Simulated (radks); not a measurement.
Question: The table gives one normalised radial function P(r) = r R(r) of Zn4+ in [Ar] 3d8 (r in bohr). Method: scalar-relativistic Kohn-Sham, PBE, spin-polarised, spherical densities, finite nucleus; open shells are filled with parallel spins first; Fermi nuclear charge, rms radius 3.9283 fm; computed with a radial shooting solver on a logarithmic mesh with Libxc functionals.

r           P
0.003205   0.1218
0.003642   0.1362
0.004173   0.1529
0.004743   0.1701
0.00539    0.1889
0.006127   0.2090
0.006963   0.2305
0.007978   0.2547
0.009067   0.2785
0.01031    0.3028
0.01171    0.3273
0.01342    0.3526
0.01525    0.3749
0.01733    0.3945
0.0197     0.4100
0.02239    0.4198
0.02565    0.4217
0.02916    0.4132
0.03314    0.3923
0.03766    0.3567
0.04315    0.3005
0.04904    0.2284
0.05574    0.1371
0.06335    0.0271
0.072     -0.0989
0.08249   -0.2451
0.09375   -0.3861
0.1066    -0.5196
0.1211    -0.6324
0.1387    -0.7126
0.1577    -0.7346
0.1792    -0.6909
0.2037    -0.5728
0.2315    -0.3789
0.2652    -0.0991
0.3015     0.2133
0.3426     0.5439
0.3894     0.8573
0.4461     1.1309
0.5071     1.3005
0.5763     1.3666
0.655      1.3285
0.7444     1.2014
0.8529     0.9997
0.9694     0.7815
1.102      0.5674
1.252      0.3807
1.435      0.2268
1.63       0.1264
1.853      0.0634
2.106      0.0283
2.394      0.0110
2.743      0.0034
3.117      0.0010
3.543      0.0002
4.026      0.0000
4.613      0.0000
5.243      0.0000
5.959      0.0000

Which n and l does it have? It may be an empty orbital.

Answer: n = 3, l = 0: the number of nodes gives n - l - 1 = 2, the rise at small r (about r^(l+1)) gives l, and the extent must fit the shell. The curve is that of 3s up; the table hardly tells the two spins apart. 3s up: eigenvalue -195.99 eV, 2 radial nodes at r = 0.0652, 0.277 bohr, <r> = 0.671 bohr, 90 % of the charge inside 1.00 bohr.
